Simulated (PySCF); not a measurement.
Relaxation of doublet H₂RuN

Method: UPBE0/[Ru def2-TZVP with ECP28, N def2-TZVP, H def2-TZVP], scalar-relativistic core potentials, density fitting, no spin–orbit coupling, PySCF. A (50,194) grid was used.

A hand-made trigonal pyramidal start, of Cs symmetry, held to at least that symmetry:

```xyz
4
charge 0 multiplicity 2, angstrom
Ru   -0.0189    0.2019    0.0000
N     0.0000   -1.5380    0.0000
H     0.9544    0.4784   -1.2005
H     0.9544    0.4784    1.2005
```

(1) What forces act on the atoms at the start (eV/Å)?

(2) What does it relax to?

(3) How much energy is released, and in how many steps?

Answers

(1) 
```json
{"atom": "Ru1", "Fx": "-0.30", "Fy": "-6.08", "Fz": "0.00"}
{"atom": "N2", "Fx": "-0.05", "Fy": "6.00", "Fz": "0.00"}
{"atom": "H3", "Fx": "0.18", "Fy": "0.04", "Fz": "0.02"}
{"atom": "H4", "Fx": "0.18", "Fy": "0.04", "Fz": "-0.02"}
```

(2) It ends at Cs with Ru–H 1.601 Å (×2), Ru–N 1.580 Å; H–Ru–H 97.2°, H–Ru–N 104.2° (×2). A frequency run shows a minimum.

(3) 54.9 kJ/mol in 5 steps.

Open d and f shells are described by one determinant, and the ground state may have another occupation or spin.

The relaxation took 11 s on 2 threads of a shared Arm Neoverse V1 host, with 83 basis functions and 6 gradients; the process peaked at 0.55 GiB.
